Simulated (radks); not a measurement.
The numbers below are computed, except where a source is named.
Initial-state core-level shifts of the zinc ion Zn+ when its valence configuration changes from [Ar] 3d10 4s1. Code: a radial shooting solver on a logarithmic mesh with Libxc functionals. Model: scalar-relativistic Kohn-Sham, PBE, spin-unpolarised, spherical densities, finite nucleus; Fermi nuclear charge, rms radius 3.9283 fm. Shifts are changes of the shell-averaged eigenvalues in eV (positive: less bound); the change of the density at the nucleus, which sets a Mossbauer isomer shift, is in e/bohr^3, on a base of 2.534e+04.

| valence | 1s | 2s | 3s | 3p | density at nucleus |
|---|---|---|---|---|---|
| 3d8 4s1 4p2 | -20.042 | -21.812 | -19.202 | -18.785 | +11.111 |
| 3d8 4s2 4p1 | -18.397 | -20.227 | -17.574 | -17.164 | +26.247 |
| 3d8 4s1.5 4p1.5 | -19.230 | -21.030 | -18.398 | -17.985 | +18.802 |
| 3d9.5 4s1.5 | -3.667 | -4.063 | -3.602 | -3.514 | +8.183 |
| 3d9 4s1 4p1 | -9.482 | -10.241 | -9.259 | -9.070 | +4.932 |
| 3d7.5 4s2 4p1.5 | -24.119 | -26.531 | -22.817 | -22.286 | +31.051 |
| 3d10 4p1 | -1.847 | -1.736 | -1.846 | -1.848 | -11.473 |
| 3d9.5 4s0.5 4p1 | -5.497 | -5.796 | -5.427 | -5.338 | -3.848 |
| 3d9.5 4s1 4p0.5 | -4.598 | -4.945 | -4.530 | -4.441 | +2.309 |
